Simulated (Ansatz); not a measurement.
Cost and result for the atomization energy of BClGeH5NO, SMILES `NB(Cl)[O][GeH3]` (10 atoms, 9 bonds).

```xyz
10

N     0.7296   -0.7288    1.3114
B     0.0000    0.4580    1.1512
Cl   -0.3058    1.4337    2.6158
O    -0.4932    0.9296   -0.0149
Ge   -0.4985    0.1998   -1.6406
H     0.9905   -1.3308    0.5506
H     1.0770   -1.0169    2.2078
H    -0.4444    1.3777   -2.6153
H    -1.7921   -0.6131   -1.7799
H     0.7370   -0.7093   -1.7860
```

Charge 0, multiplicity 1. Correlated methods include outer-core shells of Ge, which these sets cover unevenly. Scalar relativity is left out up to krypton. Geometry: relaxed with PBE0-D4/def2-TZVP. It is one conformer, not always the lowest. Program: Ansatz. All runs use 4 threads of a server CPU on a shared host. Times are those of one run each, without the atoms' runs, and a repeat can differ threefold. Electronic energies, without spin–orbit coupling; frozen cores. CCSD(T)/CBS adds CCSD(T) − MP2 in def2-TZVPP to the MP2 limit, and its time is that of the two runs behind it. T1 = 0.012. With those shells the extrapolation isn't a true limit.

CCSD(T)/CBS is a level of theory with its own doubt, some kJ/mol a heavy atom from the limit and from the frozen cores, so smaller differences don't rank the functionals.

```tsv
level	functions	wall time
BLYP-D4/def2-TZVPP	253	1.8 s
revPBE-D4/def2-TZVPP	253	1.9 s
CAM-B3LYP-D4/def2-TZVPP	253	3.7 s
r2SCAN-D4/def2-TZVPP (with forces)	253	4.7 s
r2SCANh-D4/def2-TZVPP	253	5.5 s
B2PLYP/def2-TZVPP	253	5.5 s
PBE-QIDH/def2-TZVPP	253	5.5 s
ωB97X-V/def2-TZVPP	253	7.5 s
CCSD(T)/def2-SVP	117	7.5 s
ωB97M-V/def2-TZVPP (with forces)	253	11 s
MP2/def2-QZVPP	480	19 s
CCSD(T)/def2-TZVPP	253	3.1 min
CCSD(T)/CBS(def2)	–	3.5 min
```

Task: What atomization energy does each give, and how far from CCSD(T)/CBS? (Estimate.)

Result: The calculation gave: 
```csv
level,atomization (kcal/mol),difference from CCSD(T)/CBS,per bond
BLYP-D4/def2-TZVPP,845.7,-3.2,-0.4
revPBE-D4/def2-TZVPP,837.5,-11.4,-1.3
CAM-B3LYP-D4/def2-TZVPP,853.4,4.5,0.5
r2SCAN-D4/def2-TZVPP (with forces),851.6,2.7,0.3
r2SCANh-D4/def2-TZVPP,845.4,-3.5,-0.4
B2PLYP/def2-TZVPP,839.5,-9.4,-1.0
PBE-QIDH/def2-TZVPP,842.0,-6.9,-0.8
ωB97X-V/def2-TZVPP,852.9,4.0,0.5
CCSD(T)/def2-SVP,797.0,-51.9,-5.8
ωB97M-V/def2-TZVPP (with forces),850.9,2.0,0.2
MP2/def2-QZVPP,856.7,7.8,0.9
CCSD(T)/def2-TZVPP,827.3,-21.6,-2.4
CCSD(T)/CBS(def2),848.9,0.0,0.0
```

Leaving LDA and LC-ωPBE aside and taking each functional with its dispersion term where it has one, the values, not all of them listed here, spread over 37.7 kcal/mol, from BHLYP-D4 to PBE-D4. LDA lies +119.3 kcal/mol from PBE without D4, its usual overbinding. At CCSD(T), def2-SVP lies −51.8 kcal/mol from the extrapolated value and def2-TZVPP −21.6 kcal/mol: correlation converges slowly with the basis, and small sets miss more of it in the bonded molecule than in its fragments. From BLYP to BHLYP (50 % exact exchange), in def2-TZVPP and without D4, the atomization energy moves by −17.5 kcal/mol: exact exchange takes away binding that semilocal exchange gives to molecules.
